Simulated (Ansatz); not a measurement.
Consider the formal exchange of groups at a Ge–C bond: `C=[C]([AlH2])[GeH3]` + `C[S][AlH2]` → `C[S][AlH][GeH3]` + `C=[CH][AlH2]`.

Calculated with Ansatz (gas phase, PBE0-D4/def2-TZVP geometries, no zero-point term in ΔE). CCSD(T)/CBS adds triple-zeta CCSD(T) − MP2 to the extrapolated MP2 energy (def2 sets, frozen cores). Functionals use def2-TZVPP. For Ge outer-core shells are correlated without core-valence functions, which leaves a few kJ/mol of doubt a bond. Scalar relativity is left out up to krypton. Each species was taken in one conformer, which may not be the lowest.

```tsv
level	ΔE (eV)
PBE-D4	-0.51
r2SCAN-D4	-0.47
ωB97M-V	-0.41
r2SCAN	-0.48
MP2/def2-TZVPP	-0.32
CCSD(T)/def2-TZVPP	-0.39
MP2/def2-QZVPP	-0.33
MP2/CBS(def2)	-0.34
```

Q: What does CCSD(T)/CBS give? (Best estimate.)

A: Ansatz gave: -0.41 eV. The listed levels differ from it by -0.10, -0.06, 0.00, -0.07, 0.09, 0.02, 0.08, 0.07 eV.

Largest T1 diagnostic among the species: 0.012.
